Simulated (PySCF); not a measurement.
## Worked example: oscillator strength and radiative lifetime

C2BrCl2F, SMILES C(/Cl)(=C(/Cl)F)Br.

Coordinates come from a PBE0-D3(BJ)/def2-SVP optimisation. The structure was generated by enumeration; whether it is a known compound was not checked.

TDA-PBE/def2-SVPD run with PySCF puts the first singlet state with f over 0.02 at 6.01 eV (vertical), with the transition dipole (-0.545, -1.247, 0.000) in atomic units.

Q: Find the oscillator strength, the wavelength and the radiative lifetime that this transition would have in vacuum if emission retraced absorption.

A: 
|μ|² = 1.8520 au, so |μ| = 3.46 D. ΔE = 6.01/27.211 = 0.2209 hartree. f = (2/3) ΔE |μ|² = 0.273 (the program prints 0.273).
λ = 1239.84/6.01 = 206 nm; ν = 48474 cm⁻¹.
Einstein's coefficient A = 0.6670 ν² f s⁻¹ (ν in cm⁻¹) = 4.3e8 s⁻¹, so τ = 1/A = 2.3 ns. This state is S6; the lower singlets have f = 0.000, 0.000, 0.000, 0.014, 0.009. The figure is the radiative limit of this one transition; relaxation, internal conversion, crossing to triplets and a medium change what is measured.
